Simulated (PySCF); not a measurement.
CaSi⁺: one state, many levels of theory

State: ²Π (doublet), unpaired electrons π ↑. Set-up: basis Ca 3-21G, Si 3-21G; no relativity; PySCF 2.14. De refers to Ca⁺ + Si in their high-spin ground configurations, without counterpoise correction. The functionals are run spin-unrestricted. A positive dipole points towards Si; it is taken about the centre of mass and depends on that origin. Levels whose curve was spin-contaminated or gave no clean fit are not listed.

```csv
Level,Re (Å),ωe (cm⁻¹),De (eV),μ (D)
ROHF,3.316,205,-0.260,-7.60
ROHF-MP2,3.347,193,0.350,n/a
ROHF-SCS-MP2,3.362,188,0.414,n/a
ROHF-CCSD,3.428,167,0.73,n/a
ROHF-CCSD(T),3.430,165,0.76,n/a
PBE,3.276,195,1.14,-5.97
M06,3.227,210,1.23,-6.95
```

The bond length runs from 3.227 Å (M06) to 3.430 Å (ROHF-CCSD(T)). De spans -0.26 eV (ROHF, mean field) to 1.23 eV (M06, hybrid meta-GGA). Correlation at CCSD(T) changes the Hartree–Fock bond energy by +1.02 eV; the triples alone change it by +0.03 eV.

Correlated steps freeze 10 core orbitals. For an ion De counts to the pair picked by the measured ionisation energies or electron affinities, which need not be the lowest pair at this level. The CCSD T1 diagnostic is raised, a sign that a single reference may not be enough here. 3-21G is very small, so such numbers show the basis as much as the molecule. UHF is strongly spin-contaminated for CaSi⁺, so the ROHF reference used there is far from stable. A negative De means that the minimum lies above the separated atoms at that level. The state is the lowest determinant that a PBE0 search found; another state may lie lower at other levels.
